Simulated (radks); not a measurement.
The hydrogen anion H-, 2 electrons, occupied as [He]. Method: scalar-relativistic Kohn-Sham, r2SCAN, spin-polarised, spherical densities, finite nucleus; meta-GGA in the generalised Kohn-Sham scheme; Gaussian nuclear charge, rms radius 0.8783 fm; Watson sphere of charge +1 and radius 3.25 bohr; computed with a radial shooting solver on a logarithmic mesh with Libxc functionals.

Normalised radial functions P(r) = r R(r), r in bohr:

r            1s
0.08864  0.1227
0.1049   0.1428
0.1231   0.1646
0.1444   0.1891
0.1708   0.2179
0.2005   0.2484
0.2352   0.2817
0.2783   0.3196
0.3266   0.3579
0.3832   0.3977
0.4533   0.4401
0.532    0.4797
0.6243   0.5168
0.7385   0.5513
0.8667   0.5778
1.017    0.5960
1.203    0.6045
1.412    0.6012
1.67     0.5849
1.96     0.5570
2.3      0.5173
2.721    0.4630
3.193    0.3988
3.747    0.3228
4.432    0.2379
5.201    0.1625
6.104    0.1003
7.22     0.0534
8.473    0.0257

1s: eigenvalue -4.993 eV, 0 radial nodes, <r> = 2.11 bohr, 90 % of the charge inside 3.83 bohr.
